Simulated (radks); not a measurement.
Coulomb parameter of the 4d shell of the cadmium ion Cd3+ in the model configuration [Kr] 4d8 5s1, as a second difference U = [E(n + 1) + E(n - 1) - 2 E(n)] / (1)^2 with all orbitals relaxed. "Bare": the charge of the atom changes with n. "Screened": the 5s shell takes up the change at fixed total charge, which measures U(4d,4d) + U(5s,5s) - 2 U(4d,5s). Calculated with a radial shooting solver on a logarithmic mesh with Libxc functionals: Dirac Kohn-Sham, LDA (Slater exchange, Perdew-Wang correlation), spin-unpolarised, spherical densities, finite nucleus; open shells are shared between the two j in proportion to 2j + 1; Fermi nuclear charge, rms radius 4.6087 fm.

case	configuration	E - E(n) (eV)
start	[Kr] 4d8 5s1	0.000
bare +1	[Kr] 4d9 5s1	-42.730
bare -1	[Kr] 4d7 5s1	59.101
screened +1	[Kr] 4d9	-14.681
screened -1	[Kr] 4d7 5s2	17.340

U(bare) = 16.372 eV, U(screened by 5s) = 2.659 eV.
